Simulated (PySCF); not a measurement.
Two-photon absorption: SMILES OC1CCCCC1, C6H12O

Geometry:
```
atom   x (Å)   y (Å)   z (Å)
  O1   2.447   0.743   0.008
  C2   1.129   0.356   0.303
  C3   0.099   1.256  -0.373
  C4  -1.330   0.843  -0.038
  C5  -1.580  -0.623  -0.375
  C6  -0.558  -1.529   0.304
  C7   0.870  -1.109  -0.033
  H8   2.571   0.647  -0.943
  H9   1.030   0.482   1.397
 H10   0.252   1.193  -1.468
 H11   0.293   2.303  -0.089
 H12  -1.508   1.002   1.041
 H13  -2.049   1.490  -0.565
 H14  -2.603  -0.915  -0.088
 H15  -1.514  -0.760  -1.470
 H16  -0.700  -1.480   1.399
 H17  -0.723  -2.581   0.021
 H18   1.048  -1.251  -1.116
 H19   1.608  -1.735   0.493
```

Computed with TDDFT CAM-B3LYP/aug-cc-pVDZ excited states, vertical, gas phase (PySCF 2.14.0). Geometry: PBE0-D3(BJ)/def2-SVP.

(1) How strongly do the lowest singlets absorb one photon, and two photons of half the energy?

Answers

(1) δ for parallel linear polarisation; σ at the peak of a Lorentzian of half width 0.1 eV, single beam; Ω is circular over linear.
```csv
state,E (eV),f,photon λ (nm),δ (au),σ (GM),Ω,main
S1,6.59,0.013,376,26.8,0.43,1.50,"HOMO→LUMO 0.34, HOMO→LUMO+1 0.32"
S2,7.20,0.001,344,23.8,0.45,1.50,"HOMO→LUMO+1 0.45, HOMO→LUMO 0.21"
S3,7.38,0.011,336,2.35,0.05,1.50,"HOMO→LUMO+3 0.40, HOMO→LUMO 0.35"
S4,7.57,0.013,327,41.1,0.86,0.49,HOMO→LUMO+2 0.85
S5,7.91,0.027,313,57.4,1.31,1.37,"HOMO−1→LUMO 0.66, HOMO−1→LUMO+1 0.15"
S6,8.06,0.008,308,7.34,0.17,1.50,"HOMO→LUMO+4 0.53, HOMO→LUMO+1 0.13"
```

Among these, the strongest one-photon state is S5, the strongest two-photon state S5, with a dipole change of 7.9 D (relaxed, norm of the difference vector).
